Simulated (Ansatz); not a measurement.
`F[Si](Cl)(Cl)[GeH3]` → `Cl[Si]Cl` + `[F][GeH3]` at 500 K and 1 bar (silylene formation by 1,1-elimination).

Computed with Ansatz on PBE0-D4/def2-TZVP structures; ΔE is electronic, products minus reactants. CCSD(T)/CBS adds triple-zeta CCSD(T) − MP2 to the extrapolated MP2 energy (def2 sets, frozen cores). This one scheme is used for every species. For Ge outer-core shells are correlated without core-valence functions, which leaves a few kJ/mol of doubt a bond. Scalar relativity is left out up to krypton.

```json
{"species": "`F[Si](Cl)(Cl)[GeH3]`", "CCSD(T)/CBS energy (Eh)": "-3386.51611", "H − E (kJ/mol)": "129.9", "S (J/(mol·K))": "453.2"}
{"species": "`Cl[Si]Cl`", "CCSD(T)/CBS energy (Eh)": "-1208.69388", "H − E (kJ/mol)": "30.7", "S (J/(mol·K))": "309.5"}
{"species": "`[F][GeH3]`", "CCSD(T)/CBS energy (Eh)": "-2177.72589", "H − E (kJ/mol)": "90.4", "S (J/(mol·K))": "283.2"}
```

H − E and S are ideal-gas, rigid-rotor, harmonic terms from PBE0-D4/def2-TZVP. 1 Eh = 2625.50 kJ/mol, R = 8.31446 J/(mol·K).

Q: By hand: ΔE, ΔH, ΔS and ΔG.

A: ΔE = (-1208.69388) + (-2177.72589) − (-3386.51611) = 0.09634 Eh = 252.9 kJ/mol. Δ(H − E) = 30.7 + 90.4 − 129.9 = -8.8, so ΔH = 244.1 kJ/mol. ΔS = 309.5 + 283.2 − 453.2 = 139.5 J/(mol·K). ΔG = 244.1 − 500 × (139.5)/1000 = 174.3 kJ/mol.

Q: By hand: the equilibrium constant, and the temperature at which ΔG would vanish if ΔH and ΔS stayed fixed.

A: log₁₀ K = −ΔG/(RT ln 10) = -18.2. ΔG = 0 at ΔH/ΔS = 1750 K.

The number of gas molecules changes by +1, which sets the sign of ΔS. A doubt of 5 kJ/mol in ΔE shifts log₁₀ K by 0.5 here. These are equilibria of isolated gas molecules and say nothing of rates. Largest T1 diagnostic: 0.013 (customary marks: 0.02 for closed shells, 0.045 for open ones).
